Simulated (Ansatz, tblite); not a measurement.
Energy landscape of CH₃ (cation, charge +1), singlet: umbrella (inversion) coordinate, bond length relaxed. Scanned: angle between the C-H bonds and the threefold axis (90 = planar). Other coordinates (C-H bond length) were minimised at B3LYP/def2-TZVP.

Levels of theory: CCSDT/cc-pVDZ = CCSDT on RHF/cc-pVDZ, frozen core in Ansatz (an electronic-structure program); CCSD(T)/cc-pVDZ = CCSD(T) on RHF/cc-pVDZ, frozen core in Ansatz; GFN2-xTB, 300 K electronic temperature (tblite); FCI/cc-pVDZ = full CI/cc-pVDZ, frozen core run with Ansatz.

Energies relative to the lowest point of each profile, in kcal/mol:

```csv
a / °,CCSDT/cc-pVDZ,CCSD(T)/cc-pVDZ,GFN2-xTB
90,0.0,0.0,0.0
92.86,0.6,0.6,0.3
96.69,3.4,3.4,1.8
99.42,6.8,6.8,3.6
108.22,25.5,25.5,13.8
111.57,35.7,35.7,19.6
113.89,43.8,43.9,24.3
116.76,55.1,55.1,31.0
120.69,72.6,72.7,41.9
122.89,83.6,83.6,48.9
128.46,115.1,115.2,70.3
132,138.0,138.2,87.1
```

Predict the corresponding FCI/cc-pVDZ column.

90: 0.0; 92.86: 0.6; 96.69: 3.4; 99.42: 6.8; 108.22: 25.4; 111.57: 35.7; 113.89: 43.8; 116.76: 55.0; 120.69: 72.6; 122.89: 83.5; 128.46: 115.0; 132: 137.9 (kcal/mol).
